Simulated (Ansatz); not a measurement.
Consider the substitution at a C–C bond: `CC(O)(F)CF` + `[NH2][InH][OH]` → `C[NH][InH][OH]` + `OC(F)CF`.

Isolated molecules relaxed with PBE0-D4/def2-TZVP in Ansatz; ΔE leaves out vibrations. CCSD(T)/CBS is the MP2 limit (def2-TZVPP, def2-QZVPP) plus CCSD(T) − MP2 in def2-TZVPP, frozen cores. DFT in def2-TZVPP. def2 core potentials past Kr. For In outer-core shells are correlated without core-valence functions, which leaves a few kJ/mol of doubt a bond. Each species was taken in one conformer, which may not be the lowest.

Question: Is it downhill or uphill in electronic energy at CCSD(T)/CBS, and by how much? (Estimate.)

Answer: Computed: Uphill: ΔE = +17.1 kcal/mol.

Question: What do these levels give: ωB97X-V, PBE, r2SCAN, PBE0, HF/def2-TZVPP, CCSD/CBS(def2)? (Estimate.)

Answer: The calculation gave: ωB97X-V 16.5, PBE 15.2, r2SCAN 17.3, PBE0 15.9, HF/def2-TZVPP 15.5, CCSD/CBS(def2) 17.0 kcal/mol.

Largest T1 diagnostic among the species: 0.016.

In def2-TZVPP, CCSD(T) changes the Hartree–Fock value by +1.1 kcal/mol (the triples alone add +0.1 kcal/mol) and MP2 by +1.7 kcal/mol.
